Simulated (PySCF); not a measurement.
# FeI2: what the settings change

FeI2: Fe(II) (d6), charge 0. The structure is a PBE0-D3(BJ)/def2-TZVP geometry optimised for multiplicity 5; coordination linear, point group D∞h, metal–donor distances 2.49 Å.

```
3

Fe    0.000    0.000    0.000
I     0.000    0.000    2.488
I     0.000    0.000   -2.488
```

Method (PySCF 2.14, density fitting): CASSCF(6,5) with orbitals averaged over all microstates of the shell, strongly contracted NEVPT2 on the averaged canonical orbitals; basis x2c-TZVPall on the metal, x2c-SVPall elsewhere; spin-free X2C; gas phase; spin-orbit coupling by state interaction with the mean-field operator over all roots.

Base run: NEVPT2 ground state 5Δg, next 5Σg+ at 2716, then 5Πg at 3358 cm⁻¹, B(CASSCF) 1106, ζ 390 cm⁻¹, μeff(300 K) 6.27 μB.

(1) What happens with the basis x2c-TZVPall on all atoms?

(2) What happens with orbitals averaged over the highest spin alone?

NEVPT2 lifts 5Πg from 2248 to 3358 cm⁻¹; on the d shell alone such lifts tend to overshoot.

Results:

(1) NEVPT2 ground state 5Δg, next 5Σg+ at 2681, then 5Πg at 3257 cm⁻¹, B(CASSCF) 1106, ζ 389 cm⁻¹, μeff(300 K) 6.27 μB. It took 20 s against 12 s on a shared host of the same kind.

(2) NEVPT2 ground state 5Δg, next 5Σg+ at 2417, then 5Πg at 2932 cm⁻¹, B(CASSCF) 1132, ζ 399 cm⁻¹, μeff(300 K) 6.28 μB.
